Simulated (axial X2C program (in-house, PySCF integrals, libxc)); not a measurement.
**Testing model relations on Sb₂**

A bond curve at the PBE0 level, with spin–orbit coupling, was computed with an in-house all-electron X2C program for linear molecules (integrals from PySCF) (basis Sb dyall-cv3z [11s12p8d4f1g] (cores contracted in-house)) for the state Ω = 0 (closed shell). Its fit gives Re = 2.4705 Å, ωe = 294.5 cm⁻¹, ωexe = 0.423 cm⁻¹ and αe = 8.972e-05 cm⁻¹; the masses are 120.9038 and 120.9038 u. Two-component means X2C with spin–orbit coupling and atomic mean-field Coulomb and Gaunt terms.

Q: Find the reduced mass, Be and the force constant.

A: From the PBE0 values: μ = 60.4519 u. Be = 16.8576/(μ Re²) = 0.04569 cm⁻¹. k = 5.8918×10⁻⁷ μ ωe² = 3.09 mdyn/Å.

Q: Estimate the centrifugal constant by the Kratzer relation.

A: D = 4Be³/ωe² = 4.40e-09 cm⁻¹.

Q: A Morse curve ties αe to the other constants (Pekeris). How well does that hold?

A: αe(Morse) = 6Be²/ωe × (√(ωexe/Be) − 1) = 8.688e-05 cm⁻¹; the PBE0 curve gives 8.972e-05 cm⁻¹, a ratio of 0.97.

Q: Where do the fundamental and the first overtone lie?

A: ν(1←0) = ωe − 2ωexe = 293.7 cm⁻¹; ν(2←0) = 2ωe − 6ωexe = 586.5 cm⁻¹.

Q: Give B0 and the most populated J at 300 K (kT = 208.5 cm⁻¹).

A: B0 = Be − αe/2 = 0.04564 cm⁻¹; J(max) ≈ √(kT/2B0) − 1/2 = 47.3, so J = 47, nuclear-spin weights apart.

Occupations by symmetry block were frozen at the best pattern of an incomplete PBE0 search.
